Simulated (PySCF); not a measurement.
C4H3FOS, SMILES Oc1cc(F)cs1. Atoms are numbered in the order given.

```xyz
10

O      1.1307     2.1823     0.0000
C      0.5189     0.9823     0.0000
C      1.1515    -0.2288     0.0000
C      0.1919    -1.2916     0.0000
F      0.5737    -2.5683     0.0000
C     -1.1124    -0.9015     0.0000
S     -1.2136     0.8304     0.0000
H      0.4802     2.8941     0.0000
H      2.2326    -0.3619     0.0000
H     -2.0033    -1.5259     0.0000
```

The structure is a stationary point at ωB97X-D3(BJ)/def2-SVP. Other conformers were not sampled.

Two levels are set side by side: PBE/pcSseg-1 (PySCF) and PBE0/pcSseg-1 (PySCF). GIAO shifts against CFCl3 (¹⁹F), H2O (¹⁷O), H2S (³³S), TMS (¹H), TMS (¹³C) at the same level; non-relativistic, no solvent, atoms listed together averaged. Differences are taken from unrounded values.

```tsv
quantity	PBE0	PBE	PBE minus PBE0
δ(¹⁷O) of O1 (ppm)	119.7	131.9	12.2
δ(¹³C) of C2 (ppm)	168.7	164.6	-4.1
δ(¹³C) of C3 (ppm)	102.4	99.7	-2.7
δ(¹³C) of C4 (ppm)	166.1	164.8	-1.3
δ(¹⁹F) of F5 (ppm)	-130.8	-143.4	-12.6
δ(¹³C) of C6 (ppm)	94.5	90.8	-3.7
δ(³³S) of S7 (ppm)	357.2	367.1	9.9
δ(¹H) of H8 (ppm)	4.26	4.16	-0.09
δ(¹H) of H9 (ppm)	6.49	6.31	-0.18
δ(¹H) of H10 (ppm)	5.90	5.65	-0.25
```

Rough cost on one machine, each run with all the roots and properties that it gave: PBE0 against PBE within a factor of 2.
